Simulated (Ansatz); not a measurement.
`C=NB(C)F` + `NCSS` → `CNCSS` + `C=NBF`  (substitution at a C–B bond)

Program: Ansatz. Geometries: PBE0-D4/def2-TZVP. ΔE: electronic, gas phase. CBS: MP2 limit from def2 TZ/QZ plus the TZ coupled-cluster correction, frozen cores. Each species was taken in one conformer, which may not be the lowest.

`C=NB(C)F`:

Z-matrix (Å, degrees):
```
C
B 1 1.566
H 1 1.090 2 113.5
H 1 1.094 2 110.2 3 121.8
H 1 1.095 2 109.6 3 -121.4
N 2 1.385 1 123.0 3 -2.2
F 2 1.345 1 119.3 3 -178.6
C 6 1.240 2 159.8 1 88.0
H 8 1.098 6 122.6 2 4.2
H 8 1.096 6 121.3 2 -176.0
```

`NCSS`:

```xyz
9

N    -0.110   -1.403   -0.245
C    -0.730   -0.140   -0.445
S     0.373    1.321   -0.709
S     1.512    1.288    0.980
H     0.496   -1.646   -1.019
H     0.450   -1.398    0.599
H    -1.377    0.095    0.402
H    -1.342   -0.148   -1.351
H     0.728    2.030    1.788
```

`CNCSS`:

```xyz
12

C    -0.620   -0.993    1.215
N     0.010   -0.955   -0.087
C    -0.434    0.070   -0.953
S    -0.182    1.830   -0.398
S     1.831    1.865   -0.092
H    -1.692   -1.174    1.093
H    -0.499   -0.066    1.791
H    -0.207   -1.822    1.791
H     1.019   -0.932   -0.007
H     0.051   -0.023   -1.925
H    -1.518    0.016   -1.093
H     2.240    2.184   -1.337
```

`C=NBF`:

Cartesian coordinates in Å:
```
C -1.112 -0.298 -0.627
N -0.062 -0.030 -0.029
B 1.094 0.322 0.616
F 1.890 -0.620 1.136
H -1.131 -0.474 -1.710
H -2.071 -0.376 -0.103
H 1.392 1.475 0.717
```

```csv
species,CCSD(T)/CBS(def2) energy (Eh)
`C=NB(C)F`,-258.47400
`NCSS`,-891.31047
`CNCSS`,-930.56137
`C=NBF`,-219.19469
```

Q: Work out ΔE.

A: ΔE = (-930.56137) + (-219.19469) − (-258.47400) − (-891.31047) = 0.02841 Eh = +0.77 eV.

Largest T1 diagnostic among the species: 0.014.

The D4 term adds −0.04 eV with B3LYP and −0.02 eV with PBE0; it sums over pairs of atoms, weighted by their polarisabilities, and B3LYP, whose exchange is more repulsive, gets the larger term.

B3LYP here is the variant with VWN-RPA as its local correlation; programs differ in this.
